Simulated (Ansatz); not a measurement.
`[F][GaH][ZnH]` + H₂O → `[OH][GaH][F]` + `[ZnH2]` at 700 K and 1 bar (formal hydrolysis of a Ga–Zn bond).

Gas-phase electronic energies from Ansatz, PBE0-D4/def2-TZVP geometries. CCSD(T)/CBS adds triple-zeta CCSD(T) − MP2 to the extrapolated MP2 energy (def2 sets, frozen cores). This one scheme is used for every species. For Ga, Zn outer-core shells are correlated without core-valence functions, which leaves a few kJ/mol of doubt a bond. Scalar relativity is left out up to krypton. Each species was taken in one conformer, which may not be the lowest.

```tsv
species	CCSD(T)/CBS energy (Eh)	H − E (kJ/mol)	S (J/(mol·K))
`[F][GaH][ZnH]`	-3803.33961	90.3	393.1
H₂O	-76.37941	80.5	218.4
`[OH][GaH][F]`	-2100.17635	104.9	355.2
`[ZnH2]`	-1779.54550	57.4	237.3
```

H − E and S are ideal-gas, rigid-rotor, harmonic terms from PBE0-D4/def2-TZVP, for one conformer and one mirror image of each species. 1 Eh = 2625.50 kJ/mol, R = 8.31446 J/(mol·K).

Q: By hand: ΔE, ΔH, ΔS and ΔG.

A: ΔE = (-2100.17635) + (-1779.54550) − (-3803.33961) − (-76.37941) = -0.00283 Eh = -7.4 kJ/mol. Δ(H − E) = 104.9 + 57.4 − 90.3 − 80.5 = -8.5, so ΔH = -15.9 kJ/mol. ΔS = 355.2 + 237.3 − 393.1 − 218.4 = -19.0 J/(mol·K). ΔG = -15.9 − 700 × (-19.0)/1000 = -2.6 kJ/mol.

Q: By hand: the equilibrium constant, and the temperature at which ΔG would vanish if ΔH and ΔS stayed fixed.

A: log₁₀ K = −ΔG/(RT ln 10) = 0.2. ΔG = 0 at ΔH/ΔS = 837 K, though so small a ΔS makes that figure unsure.

TΔS isn't small against ΔH here. The sign of ΔG lies within the doubt. A doubt of 5 kJ/mol in ΔE shifts log₁₀ K by 0.4 here. Other conformers and mirror images would add mixing entropy, several J/(mol·K) or more a flexible species. These are equilibria of isolated gas molecules and say nothing of rates. Largest T1 diagnostic: 0.016 (customary marks: 0.02 for closed shells, 0.045 for open ones).
